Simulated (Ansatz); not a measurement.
Gas-phase electronic energies from Ansatz, PBE0-D4/def2-TZVP geometries. CBS: MP2 limit from def2 TZ/QZ plus the TZ coupled-cluster correction, frozen cores. This one scheme is used for every species. DFT in def2-TZVPP. For Ge outer-core shells are correlated without core-valence functions, which leaves a few kJ/mol of doubt a bond. Scalar relativity is left out up to krypton. One conformer a species, not always the lowest.

`C[S][GeH3]` + `OC(O)=S` → `OC(=S)[O][GeH3]` + CH₃SH  (ligand exchange at a Ge–S bond)

| level | ΔE (kJ/mol) |
| --- | --- |
| ωB97X-V | 8.3 |
| CCSD(T)/def2-TZVPP | 7.2 |

(1) What does CCSD(T)/CBS give? (Estimate.)

Largest T1 diagnostic among the species: 0.016.

Results:

(1) Ansatz gave: +10.9 kJ/mol. The listed levels differ from it by -2.6, -3.7 kJ/mol.

In def2-TZVPP, CCSD(T) changes the Hartree–Fock value by +7.7 kJ/mol (the triples alone add +1.0 kJ/mol) and MP2 by +10.1 kJ/mol.
